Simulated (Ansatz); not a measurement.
Task: Name a neutral molecule of C, Ga, N, Si and H with LUMO energy (PBE/def2-TZVPP) between -3.05 and -2.75 eV and HOMO–LUMO gap (PBE/def2-TZVPP) between 2.75 and 3.05 eV (Ansatz, PBE0-D4/def2-TZVP geometry).

Result: `N=C=N[SiH2][GaH2]` (-3.04 eV, 2.93 eV). Other molecules can fit too; these were computed, each in one conformer that needn't be the lowest.
